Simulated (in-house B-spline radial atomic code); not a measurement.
How numerical settings move a run on Ga⁺, [Ar] 3d10 4s2. Computed with an all-electron radial atomic-structure program (B-spline basis): Dirac-Kohn-Sham BLYP, spherical fractional occupations, Fermi nucleus of rms radius 3.9973 fm.

Command:
```bash
python run_scf.py task.json out
```
Settings of the sound reference run:
```
Z                31
electrons        30
configuration    [Ar] 3d10 4s2
hamiltonian      dirac
method           b88,lyp
spin_polarised   False
nucleus          fermi
rms_radius       3.9973
mass_number      69
atomic_mass      68.92557
speed_of_light   137.036
knot_spacing     0.22
spline_order     8
gauss_points     12
box_radius       35.29
max_iterations   70
damping          0.5
damped_steps     3
diis_vectors     10
tolerance        1e-08
start            Thomas-Fermi
```

Time taken, with all properties: 1.9 s on 1 thread of Arm Neoverse N1, with other jobs on the host.

It converges in 10 iterations to -1944.188715 hartree, with 4s1/2 at -16.3665 eV. The other runs change the listed settings, some to values that make no sense; their results aren't properties of the atom or ion. Radii are in bohr (the nuclear one in fm), a minus after a letter asks for a j subshell, and «unchanged» means within 1e-8 hartree. The run stops when the residual is below 10 × tolerance × max(1, Z/10), or a noise floor if that is larger, and the energy moves by less than 1e-8 × √|E| hartree; so very loose and very tight tolerances often act alike.

```tsv
changed settings	outcome
box_radius = 1.41	converged in 8 iterations, energy +2.34e+01 hartree from the reference, 4s1/2 level +2.3e+02 eV (the program warns: 4s1/2 has a positive eigenvalue: unbound, held by the box; 3d3/2 has a positive eigenvalue: unbound, held by the box)
box_radius = 5.29	converged in 9 iterations, energy +1.25e-02 hartree from the reference, 4s1/2 level +4.3e-01 eV (the program warns: 4s1/2 reaches the box edge; 3d3/2 reaches the box edge)
damping = 0.2	converged in 11 iterations, energy unchanged, 4s1/2 level -2.6e-06 eV
first_knot = 0.0323	converged in 10 iterations, energy +3.40e-01 hartree from the reference, 4s1/2 level +1.2e-03 eV
damping = 0.8	converged in 10 iterations, energy unchanged, 4s1/2 level +1.8e-06 eV
first_knot = 0.00968	converged in 10 iterations, energy +1.65e-02 hartree from the reference, 4s1/2 level +3.2e-05 eV
spline_order = 5, max_iterations = 60, diis_vectors = 0	converged in 19 iterations, energy +1.93e-05 hartree from the reference
damping = 0.95	converged in 11 iterations, energy unchanged, 4s1/2 level -5.8e-07 eV
first_knot = 0.0968	converged in 10 iterations, energy +5.03e+00 hartree from the reference, 4s1/2 level +6.8e-03 eV
box_radius = 2.12	converged in 9 iterations, energy +3.71e+00 hartree from the reference, 4s1/2 level +4.9e+01 eV (the program warns: 4s1/2 has a positive eigenvalue: unbound, held by the box; 3s1/2 reaches the box edge)
box_radius = 141.16	converged in 10 iterations, energy unchanged
first_knot = 0.00323	converged in 10 iterations, energy -5.74e-03 hartree from the reference, 4s1/2 level -6.4e-05 eV
box_radius = 10.59	converged in 10 iterations, energy +5.67e-07 hartree from the reference, 4s1/2 level +5.8e-05 eV (the program warns: 4s1/2 reaches the box edge)
electrons = 31, configuration = [Ar] 3d10 4s2 1f1, max_iterations = 100	stopped with error: there is no 1f shell
box_radius = 7.06	converged in 10 iterations, energy +5.27e-04 hartree from the reference, 4s1/2 level +2.8e-02 eV (the program warns: 4s1/2 reaches the box edge; 3d3/2 reaches the box edge)
gauss_points = 8, first_knot = 0.0323, max_iterations = 60	converged in 10 iterations, energy +8.71e-01 hartree from the reference, 4s1/2 level +6.1e-03 eV
max_iterations = 60, damping = 0.95, tolerance = 1e-05, start = bare nucleus	converged in 11 iterations, energy unchanged, 4s1/2 level -9.4e-05 eV
```

**Question.** What happens with box_radius = 3.53, max_iterations = 75, tolerance = 0.01?

**Answer.** Converged in 8 iterations, energy +2.53e-01 hartree from the reference, 4s1/2 level +5.2e+00 eV (the program warns: 4s1/2 reaches the box edge; 3s1/2 reaches the box edge).

**Question.** What happens with electrons = 31, configuration = [Ar] 3d10 4s3, max_iterations = 60?

**Answer.** Stopped with error: shell 4s holds at most 2 electrons.

**Question.** What happens with box_radius = 3.53?

**Answer.** Converged in 9 iterations, energy +2.53e-01 hartree from the reference, 4s1/2 level +5.2e+00 eV (the program warns: 4s1/2 reaches the box edge; 3s1/2 reaches the box edge).

**Question.** What happens with damping = 0?

**Answer.** Converged in 12 iterations, energy unchanged, 4s1/2 level -1.5e-06 eV.
